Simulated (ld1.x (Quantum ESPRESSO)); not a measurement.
Reading a pseudo-wave (aluminium)

Columns: radius, all-electron u(r) and pseudo u(r) of the 3s shell (level -8.27 eV) of aluminium in the configuration [Ne] 3s1.5 3p1.5; LDA (PZ), scalar-relativistic, TM scheme, ld1.x (Quantum ESPRESSO) 7.5.

| r (bohr) | all-electron | pseudo |
| --- | --- | --- |
| 0.118 | 0.0926 | 0.0280 |
| 0.235 | -0.1496 | 0.0566 |
| 0.353 | -0.2881 | 0.0873 |
| 0.470 | -0.2975 | 0.1203 |
| 0.588 | -0.2232 | 0.1573 |
| 0.705 | -0.1074 | 0.1983 |
| 0.822 | 0.0231 | 0.2443 |
| 0.940 | 0.1531 | 0.2958 |
| 1.058 | 0.2722 | 0.3520 |
| 1.175 | 0.3752 | 0.4109 |
| 1.292 | 0.4616 | 0.4705 |
| 1.410 | 0.5320 | 0.5279 |
| 1.528 | 0.5868 | 0.5792 |
| 1.645 | 0.6269 | 0.6208 |
| 1.763 | 0.6548 | 0.6514 |
| 1.880 | 0.6715 | 0.6702 |
| 1.998 | 0.6789 | 0.6786 |
| 2.115 | 0.6784 | 0.6784 |
| 2.232 | 0.6713 | 0.6713 |
| 2.350 | 0.6588 | 0.6588 |
| 2.468 | 0.6420 | 0.6420 |
| 2.585 | 0.6221 | 0.6221 |
| 2.702 | 0.5997 | 0.5997 |
| 2.820 | 0.5753 | 0.5753 |
| 2.938 | 0.5496 | 0.5496 |
| 3.055 | 0.5235 | 0.5235 |

(1) How many radial nodes do the two functions have?

(2) At about which radius was the pseudo-wave matched?

(3) Is the pseudo-wave norm-conserving?

## Answers

(1) The all-electron 3s function has n − l − 1 = 2; the pseudo-wave has 0, since the states of the same l below it are removed with the core.

(2) 2.25 bohr. The columns agree to 0.0005 from 2.00 bohr on; several derivatives are matched, so the curves merge somewhat inside the radius.

(3) Yes: the TM scheme keeps the norm inside the radius equal to the all-electron one, which fixes the energy derivative of the logarithmic derivative at the level.
